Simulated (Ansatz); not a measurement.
Q: Name a neutral molecule of B, C, F, O, S, Si and H with HOMO–LUMO gap (B3LYP/def2-TZVPP) between 4.95 and 5.25 eV and LUMO energy (PBE/def2-TZVPP) between -2.75 and -2.45 eV (Ansatz, PBE0-D4/def2-TZVP geometry).

A: `FCOB[SiH2]S` (5.24 eV, -2.47 eV). Other molecules can fit too; these were computed, each in one conformer that needn't be the lowest.

B3LYP here is the variant with VWN-RPA as its local correlation; programs differ in this.
